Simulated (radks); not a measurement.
The numbers below are computed, except where a source is named.
Question: The mean radii <r> (bohr) of the occupied orbitals of an atom or ion are listed with their occupations. Code: a radial shooting solver on a logarithmic mesh with Libxc functionals. Model: non-relativistic Kohn-Sham, PBE, spin-polarised, spherical densities, point nucleus.

| orbital | occ. | <r> |
|---|---|---|
| 1s up | 1 | 0.04785 |
| 1s down | 1 | 0.04786 |
| 2s up | 1 | 0.2138 |
| 2s down | 1 | 0.2139 |
| 2p up | 3 | 0.1853 |
| 2p down | 3 | 0.1853 |
| 3s up | 1 | 0.6350 |
| 3s down | 1 | 0.6345 |
| 3p up | 3 | 0.6515 |
| 3p down | 3 | 0.6506 |
| 3d up | 5 | 0.7240 |
| 3d down | 5 | 0.7189 |
| 4s up | 1 | 1.872 |

Name the element and its charge. Open shells, if any, are filled with parallel spins first.

Answer: Z = 32, germanium, charge +3: Ge3+ in [Ar] 3d10 4s1. The 1s radius gives Z: for a bare nucleus <r> = 1.5/Z, 0.04688 bohr for Z = 32, and screening makes it slightly larger (0.04785 here). The occupations add up to 29, and the charge is Z minus that.
